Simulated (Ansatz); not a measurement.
```yaml
crystal:
  periodic: [false, false, false]
  atoms:
    - {symbol: B, position_ang: [-0.487908, 1.180134, -1.057056]}
    - {symbol: C, position_ang: [-0.291296, -0.033190, -0.199630]}
    - {symbol: C, position_ang: [-0.374056, -1.239195, 0.304649]}
    - {symbol: C, position_ang: [0.624628, -0.439375, 0.938156]}
    - {symbol: F, position_ang: [1.953649, -0.672694, 0.661931]}
    - {symbol: H, position_ang: [-1.452026, 1.870598, -0.911909]}
    - {symbol: H, position_ang: [0.360637, 1.485631, -1.838881]}
    - {symbol: H, position_ang: [-0.788128, -2.224977, 0.169772]}
    - {symbol: H, position_ang: [0.543202, 0.026767, 1.915768]}
basis:
  gaussian: {orbitals: "6-31G*"}
total_charge: -1
magnetization: {spin_polarized: true, initial_magnetization: 1}
hamiltonian: {xc: {name: wB97M-V}}
scf: {lower_state_search: light}
```

```sh
$ ansatz run in.yaml --threads 2 --pin off --events-out ev --progress --plain --max-ram 4352MiB
```

It prints (some lines left out):

```
Functional definition: wB97M-V
826 factors; integrals over basis functions are off by at most 1.3e-3 eV
201 factors; integrals over basis functions are off by at most 3.8e-6 eV
mean field evaluation 1: about -6560.3922 eV, gradient 2.0e1 eV
mean field evaluation 2: about -6561.6665 eV, gradient 1.6e1 eV
mean field evaluation 4: about -6562.8101 eV, gradient 9.7e-1 eV
mean field evaluation 8: about -6562.9656 eV, gradient 1.5e-1 eV
mean field evaluation 16: about -6562.9661 eV, gradient 5.1e-3 eV
mean field -6562.96610056 eV, -241.1845556573 hartree, gradient 6.2e-5 eV, S^2 0.753888; 0 other end points of the search recorded, 0 dependent functions left out
reference -6562.96612933 eV, -241.1845567147 hartree; 19, 18 occupied and 64, 65 virtual orbitals, 826 factors
Total energy: -6562.96612933 eV, -241.1845567147 hartree
```

Run time 12 s (2 threads of an Arm Neoverse V1 on a shared host); peak host memory 0.34 GiB.
